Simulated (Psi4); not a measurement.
Conformational energy of SMILES N([SiH3])[SiH3] (H7NSi2). Scanned: dihedral H4–Si1–N2–Si3; all other coordinates were relaxed at GFN2-xTB. Heavy atoms are numbered in the order of the SMILES [SiH3]N[SiH3], hydrogens after them in the order of the atoms that carry them; the mirror image has the same energies with the sign of each dihedral reversed.

Levels of theory: PBE/def2-TZVP // GFN2-xTB (Psi4); PBE-D3(BJ)/def2-TZVP // GFN2-xTB (Psi4); wB97X-D/def2-TZVP // GFN2-xTB (Psi4); MP2/cc-pVTZ = DF-MP2 (frozen core)/cc-pVTZ // GFN2-xTB run with Psi4.

Energies relative to the lowest point of each profile, in kcal/mol; the last columns give the difference from MP2:

| φ / ° | PBE/def2-TZVP | PBE-D3(BJ)/def2-TZVP | wB97X-D/def2-TZVP | MP2/cc-pVTZ | PBE/def2-TZVP − MP2/cc-pVTZ | PBE-D3(BJ)/def2-TZVP − MP2/cc-pVTZ | wB97X-D/def2-TZVP − MP2/cc-pVTZ |
|---|---|---|---|---|---|---|---|
| 0 | 0.12 | 0.13 | 0.05 | 0.09 | 0.03 | 0.05 | -0.04 |
| 10 | 0.06 | 0.07 | 0.01 | 0.02 | 0.03 | 0.04 | -0.01 |
| 20 | 0.01 | 0.02 | 0.00 | 0.00 | 0.01 | 0.02 | 0.00 |
| 30 | 0.00 | 0.00 | 0.02 | 0.02 | -0.02 | -0.02 | -0.01 |
| 40 | 0.04 | 0.04 | 0.08 | 0.10 | -0.06 | -0.07 | -0.03 |
| 50 | 0.13 | 0.12 | 0.19 | 0.23 | -0.10 | -0.11 | -0.04 |
| 60 | 0.24 | 0.23 | 0.29 | 0.36 | -0.12 | -0.13 | -0.07 |
| 70 | 0.13 | 0.12 | 0.19 | 0.22 | -0.09 | -0.11 | -0.04 |
| 80 | 0.04 | 0.04 | 0.08 | 0.11 | -0.07 | -0.07 | -0.03 |
| 90 | 0.01 | 0.01 | 0.03 | 0.04 | -0.03 | -0.03 | -0.01 |
| 100 | 0.02 | 0.03 | 0.01 | 0.02 | 0.01 | 0.01 | 0.00 |
| 110 | 0.07 | 0.08 | 0.02 | 0.03 | 0.03 | 0.04 | -0.01 |

PBE/def2-TZVP is furthest from MP2/cc-pVTZ at 60 (-0.12 kcal/mol, below); its mean absolute difference over the points is 0.05 kcal/mol.

PBE-D3(BJ)/def2-TZVP is furthest from MP2/cc-pVTZ at 60 (-0.13 kcal/mol, below); its mean absolute difference over the points is 0.06 kcal/mol.

wB97X-D/def2-TZVP is furthest from MP2/cc-pVTZ at 60 (-0.07 kcal/mol, below); its mean absolute difference over the points is 0.02 kcal/mol.
